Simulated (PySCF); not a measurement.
# ZnI₂: breathing scan

Method: PySCF, PBE0, basis Zn def2-SVP, I def2-SVP with ECP28 (scalar-relativistic core potentials, no spin–orbit coupling, density fitting).

Rigid scan from the singlet minimum (Zn–I 2.424 Å (×2); I–Zn–I 180.0°). Coordinate: all bonds to the central atom scaled together. Energies in kJ/mol from the minimum.

```json
{"scale of all bonds to the centre": "0.88", "E (kJ/mol)": "140.0"}
{"scale of all bonds to the centre": "0.92", "E (kJ/mol)": "53.7"}
{"scale of all bonds to the centre": "0.96", "E (kJ/mol)": "11.7"}
{"scale of all bonds to the centre": "1.00", "E (kJ/mol)": "0.0"}
{"scale of all bonds to the centre": "1.04", "E (kJ/mol)": "8.9"}
{"scale of all bonds to the centre": "1.08", "E (kJ/mol)": "31.6"}
{"scale of all bonds to the centre": "1.14", "E (kJ/mol)": "81.1"}
{"scale of all bonds to the centre": "1.22", "E (kJ/mol)": "160.4"}
{"scale of all bonds to the centre": "1.35", "E (kJ/mol)": "290.5"}
```

At long bonds a restricted determinant can lie too high, and another spin state can fall below this curve.

Other isomers or separated fragments may lie lower.

The scan took 9.4 s on 2 threads of a shared Arm Neoverse V1 host; the process peaked at 0.77 GiB.
